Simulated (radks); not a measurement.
Al+, 12 electrons, occupied as [He] 2s1.5 2p6 3s2 3d0.5 (fractional occupations, a model configuration).

Method: scalar-relativistic Kohn-Sham, PW91, spin-polarised, spherical densities, finite nucleus; open shells are filled with parallel spins first; Fermi nuclear charge, rms radius 3.061 fm; computed with a radial shooting solver on a logarithmic mesh with Libxc functionals.

Energy parts (hartree):
part                      energy
total                 -240.42744
kinetic                240.88030
electron-nucleus      -568.21785
Hartree                104.82278
exchange-correlation   -17.91267

Orbitals (lengths in bohr, moments of r in powers of bohr):
orbital  occ.  eigenvalue (hartree)     <r>
1s up       1             -56.41385  0.1201
1s down     1             -56.38513  0.1202
2s up       1              -4.69763  0.6166
2s down   0.5              -4.64220  0.6182
2p up       3              -3.29136  0.5874
2p down     3              -3.24147  0.5891
3s up       1              -0.65469   2.221
3s down     1              -0.63958   2.217
3d up     0.5              -0.16028   4.262

The highest occupied level is 3d up at -4.361 eV. Summed over all electrons, <r^2> = 25.65 bohr^2, which gives a Langevin (diamagnetic) susceptibility term of -20.3 x 10^-6 cm^3/mol. The density falls to 0.001 e/bohr^3 at r = 4.07 bohr. Spin moment in Bohr magnetons: 1. The electron density at the nucleus is 1488 e/bohr^3 (large components only). The spin density at the nucleus is 24.87 e/bohr^3 (1s 0.38, 2s 24.55, 3s -0.06).
